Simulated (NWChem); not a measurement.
# Si₂H₃Cl, singlet; SMILES [SiH3][Si]Cl

All runs: NWChem. Low-valent species are run as closed-shell singlets; no triplet was tried in these runs. Each level has its own optimisation; frequencies are unscaled.

**Question.** Among these, which level gives the highest value of “highest harmonic frequency (cm⁻¹)”?
(A) PBE0/def2-SVP
(B) LDA (Slater exchange, VWN5)/def2-SVP
(C) BLYP/def2-SVP

**Answer.** A, PBE0/def2-SVP. Values: BLYP/def2-SVP 2139; LDA (Slater exchange, VWN5)/def2-SVP 2150; PBE0/def2-SVP 2217
